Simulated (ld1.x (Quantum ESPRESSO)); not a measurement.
## Ranking RRKJ potentials for nitrogen (N)

All share these settings but for the change named:

- Element: N
- Generator: ld1.x (Quantum ESPRESSO) 7.5
- Type: norm-conserving RRKJ (Kleinman–Bylander form)
- Functional: PBE
- Relativity: scalar-relativistic
- Frozen core: [He]
- Valence charge: 5
- Reference configuration: 2s2 2p2 (charge +1)
- Partial waves: 2s (bound): rc 1.05 bohr; 2p (bound): rc 1.85 bohr
- Local potential: all-electron potential smoothed inside 1.00 bohr (lloc = -1)
- Core correction: a·sin(br)/r model core, default radius (core density twice the valence density)

Test errors are all-electron minus pseudo excitation energies from the reference, over 2s2 2p3; 2s2 2p1; 2s2 2p0; 2s1 2p3; 2s2 2p2.5; 2s1 2p4; 2s0 2p5. None of these files shows a bound ghost.

The base gives 1043.0 meV.

Of 10 variants that were run, those that failed, showed a ghost or another fault, or gave nearly equal values are left out.

Rank these variants by their largest absolute test error, smallest first.
A. all radii but the core radius scaled by about 0.91 (s 0.96, p 1.68 bohr); local potential all-electron potential smoothed inside 0.92 bohr (lloc = -1)
B. all radii but the core radius scaled by about 1.32 (s 1.38, p 2.44 bohr); local potential all-electron potential smoothed inside 1.32 bohr (lloc = -1)
C. all radii but the core radius scaled by about 1.20 (s 1.26, p 2.22 bohr); local potential all-electron potential smoothed inside 1.20 bohr (lloc = -1)
D. all radii but the core radius scaled by about 1.39 (s 1.46, p 2.58 bohr); local potential all-electron potential smoothed inside 1.40 bohr (lloc = -1)
E. all radii but the core radius scaled by about 0.77 (s 0.80, p 1.42 bohr); local potential all-electron potential smoothed inside 0.76 bohr (lloc = -1)

E (428.1 meV), A (787.9 meV), C (2159.0 meV), B (3009.4 meV), D (3516.6 meV).
